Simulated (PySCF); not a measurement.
# Dipole response of V⁺ (vanadium, charge +1)

[Ar] 3d4, high-spin 5D determinant. All numbers are calculated (PySCF 2.14, scalar relativity by spin-free X2C-1e, in aug-cc-pVQZ-DK). Coupled (time-dependent) response in atomic units; α is the mean over directions.

```
method  mean α (bohr³)         α xx, yy, zz  C₆ (like pair)  S(−4)
   PBE           18.67  17.07, 17.07, 21.87           71.13  601.8
```

S(−4) is the Cauchy moment in α(ω) = α(0) + S(−4) ω² + …

α(iu) at PBE:

| u (hartree) | α(iu) (bohr³) |
| --- | --- |
| 0 | 18.67 |
| 0.0500 | 17.33 |
| 0.100 | 14.62 |
| 0.200 | 10.24 |
| 0.300 | 7.813 |
| 0.500 | 5.327 |
| 0.750 | 3.783 |
| 1.00 | 2.888 |
| 1.50 | 1.876 |
| 2.00 | 1.324 |
| 3.00 | 0.7629 |
| 5.00 | 0.3485 |

For an ion, C₆ is the dispersion term alone; charge-induced terms of lower order in 1/R come first.

The components differ because the open shell of this determinant is not spherical; for a pure term their mean is the scalar polarisability.
